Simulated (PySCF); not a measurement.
Vertical excitations of a molecule C4H7NSi from TDDFT-LC-ωPBE/def2-SVPD (PySCF), as energy in eV (oscillator strength): 6.06 (0.356), 6.55 (0.000), 6.76 (0.000), 7.27 (0.000), 7.88 (0.091), 7.96 (0.000), 8.05 (0.000), 8.29 (0.020), 8.65 (0.066), 8.75 (0.015). Lowest triplet (TDA): 3.38 eV. The structure is a stationary point at B3LYP-D3(BJ)/def2-SVP. The geometry has at least one imaginary mode, so it is a saddle point at that level. Other conformers were not sampled.

Question: Identify the compound among the candidates.
A) C/C(C#N)=C/[SiH3]
B) C=C1C=NC[SiH2]1
C) C=C=C/N=C/[SiH3]
D) CC1=CN=C[SiH2]1

Answer: A, C/C(C#N)=C/[SiH3]
